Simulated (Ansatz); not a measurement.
**Energy profile**

The step: SiH₄O₂ ([OH][SiH2][OH]) + SiH₄ → Si₂H₆O ([OH][SiH2][SiH3]) + H₂O; bonds formed: Si1–Si7, O2–H6; bonds broken: Si1–O2, H6–Si7 (atoms numbered as in the saddle structure below).

```json
{"atom": "Si1", "x (Å)": "-0.4377", "y (Å)": "-0.7511", "z (Å)": "0.5192"}
{"atom": "O2", "x (Å)": "1.1125", "y (Å)": "0.0759", "z (Å)": "1.2461"}
{"atom": "H3", "x (Å)": "0.2396", "y (Å)": "-2.0720", "z (Å)": "0.4016"}
{"atom": "H4", "x (Å)": "-1.5513", "y (Å)": "-0.8401", "z (Å)": "-0.4790"}
{"atom": "O5", "x (Å)": "-1.3442", "y (Å)": "-0.4069", "z (Å)": "1.8421"}
{"atom": "H6", "x (Å)": "0.8836", "y (Å)": "0.5195", "z (Å)": "0.1375"}
{"atom": "Si7", "x (Å)": "0.0822", "y (Å)": "0.8890", "z (Å)": "-1.5125"}
{"atom": "H8", "x (Å)": "1.8792", "y (Å)": "-0.5097", "z (Å)": "1.1977"}
{"atom": "H9", "x (Å)": "-0.8549", "y (Å)": "-0.1601", "z (Å)": "2.6289"}
{"atom": "H10", "x (Å)": "0.0194", "y (Å)": "-0.2112", "z (Å)": "-2.5145"}
{"atom": "H11", "x (Å)": "-1.1985", "y (Å)": "1.6427", "z (Å)": "-1.5251"}
{"atom": "H12", "x (Å)": "1.1703", "y (Å)": "1.8243", "z (Å)": "-1.9419"}
```

Electronic energies by CCSD(T) at an estimated basis limit (MP2 extrapolated from triple and quadruple zeta, plus CCSD(T) − MP2 in triple zeta), on PBE0-D4/def2-TZVP structures; Si2H8O2, singlet; no counterpoise correction. Computed with Ansatz 0.2.0 (basis: def2-TZVPP and def2-QZVPP); correlated methods freeze the cores. Extrapolation: Hartree–Fock as exp(−7.88 √X), correlation as X^−2.97.

**Question.** Give the profile in kcal/mol, counted from the separated reactants. (Judge from chemistry; the value comes from the calculation.)

**Answer.** The calculation gives:
| point | kcal/mol |
| --- | --- |
| separated: SiH4O2 (linked as [OH][SiH2][OH]; Si1, O2, H3, H4, O5, H8, H9; singlet) + SiH4 (H6, Si7, H10, H11, H12; singlet) | 0.00 |
| start structure | -1.80 |
| saddle | 65.55 |
| end structure | 20.73 |
| separated: Si2H6O (linked as [OH][SiH2][SiH3]; Si1, H3, H4, O5, Si7, H9, H10, H11, H12; singlet) + H2O (O2, H6, H8; singlet) | 27.48 |

The T1 diagnostic stays at or below 0.014.

For scale, one of the runs: CCSD(T)/def2-TZVPP, 258 basis functions, launched by `ansatz run in.yaml --threads 4 --pin off --events-out ev --progress --plain --max-ram 9574MiB`. The run took 2.2 min on 4 CPU threads of an Arm Neoverse V2 (shared host), with 5.7 GiB of host memory at its peak.
